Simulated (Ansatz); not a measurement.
Species: CH$_{2}$BF$_{3}$, charge 0, singlet. CH2BF3 (trifluoromethylborane, SMILES FC(F)(F)B).
B3LYP-D3(BJ)/def2-TZVP minimum from Ansatz (a quantum-chemistry and plane-wave program):
```xyz
7

B      1.1307     0.4159     1.0954
C      0.0475    -0.0176     0.0058
F     -1.0600     0.7402     0.2656
F     -0.3330    -1.3113     0.0656
F      0.4014     0.2215    -1.2746
H      1.1397    -0.1510     2.1342
H      1.8466     1.3243     0.8443
```
Charge 0, spin multiplicity 1.

Quantity: atomisation energy (electronic, to ground-state atoms), in kcal/mol. Open shells are spin-unrestricted; no spin-orbit coupling. CBS(X,Y): correlation extrapolated as X^-3, Hartree-Fock from the larger set. A bracket is a step between two methods taken in the basis named. Functionals run without relativity, which enters their misses. Double hybrids freeze cores in their MP2 part. '+ core + X2C': CCSD(T) terms for core correlation (cc-pwCVTZ) and scalar relativity (cc-pVTZ-DK). For partners of very few electrons the exact lower level stands in for a higher one.

CCSD(T)/CBS(cc-pVTZ,cc-pVQZ) + [CCSDT(Q) - CCSD(T)]/cc-pVDZ + core + X2C (Ansatz) gives 623.5 kcal/mol.

Problem. How far off this value is PBE/def2-TZVPD (Ansatz), in which direction, and which of these levels come nearer: r2SCAN/def2-TZVPD, B3LYP/def2-TZVPD, B2PLYP/def2-TZVPD, CCSD(T)/CBS(cc-pVTZ,cc-pVQZ) + core + X2C?

Solution. PBE gives 645.0 kcal/mol, 21.5 kcal/mol above it. Differences of the others: r2SCAN/def2-TZVPD (Ansatz) 4.9; B3LYP/def2-TZVPD (Ansatz) -5.7; B2PLYP/def2-TZVPD (Ansatz) -6.4; CCSD(T)/CBS(cc-pVTZ,cc-pVQZ) + core + X2C (Ansatz) -0.8 kcal/mol. Nearer than PBE: r2SCAN/def2-TZVPD, B3LYP/def2-TZVPD, B2PLYP/def2-TZVPD, CCSD(T)/CBS(cc-pVTZ,cc-pVQZ) + core + X2C.
